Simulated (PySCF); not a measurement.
Precursor series Zn Cl-NH2. Gas-phase values, no solvent. One relaxed conformer stands for each flexible species; it need not be the lowest.

The numbers are results of PySCF with B3LYP-D3(BJ)/def2-TZVP // PBE-D3(BJ)/def2-SVP, not measurements. B3LYP has the VWN-RPA correlation part, as in Gaussian. 

| species | HOMO–LUMO gap (eV) | coordination number | LUMO (eV) | mean distance from the central atom to its bonded neighbours (Å) |
|---|---|---|---|---|
| 0 of 2 Cl replaced by NH2 ([Zn(Cl)2]) | 6.75 | 2 | ? | 2.103 |
| 1 of 2 Cl replaced by NH2 ([Zn(Cl)(NH2)]) | 5.93 | 2 | -1.38 | 1.972 |
| 2 of 2 Cl replaced by NH2 ([Zn(NH2)2]) | ? | 2 | ? | 1.830 |

Task: Some entries are withheld; supply them.

Result: 
- 0 of 2 Cl replaced by NH2 ([Zn(Cl)2]), LUMO (eV): -2.11
- 2 of 2 Cl replaced by NH2 ([Zn(NH2)2]), HOMO–LUMO gap (eV): 5.87
- 2 of 2 Cl replaced by NH2 ([Zn(NH2)2]), LUMO (eV): -0.76
